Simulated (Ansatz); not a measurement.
Consider the redistribution: `O[SiH2]C(O)O` + `BCO[SiH3]` → `BC[SiH2]O` + `OC(O)O[SiH3]`.

Gas-phase electronic energies from Ansatz, PBE0-D4/def2-TZVP geometries. CCSD(T)/CBS adds triple-zeta CCSD(T) − MP2 to the extrapolated MP2 energy (def2 sets, frozen cores). Functionals use def2-TZVPP. B3LYP here is the variant with VWN-RPA as its local correlation; programs differ in this. Each species was taken in one conformer, which may not be the lowest.

Question: Is it downhill or uphill in electronic energy at CCSD(T)/CBS, and by how much? (Estimate.)

Answer: The calculation gave: Downhill: ΔE = -1.17 eV.

Question: What do these levels give: PBE0-D4, B3LYP-D4, r2SCAN, CCSD(T)/def2-TZVPP, SCS-MP2/def2-QZVPP, HF/CBS(def2)? (Estimate.)

Answer: The calculation gave: PBE0-D4 -1.18, B3LYP-D4 -1.08, r2SCAN -1.21, CCSD(T)/def2-TZVPP -1.20, SCS-MP2/def2-QZVPP -1.17, HF/CBS(def2) -1.19 eV.

Largest T1 diagnostic among the species: 0.012.

From PBE to PBE0 (25 % exact exchange), in def2-TZVPP and without D4, ΔE moves by −0.08 eV.
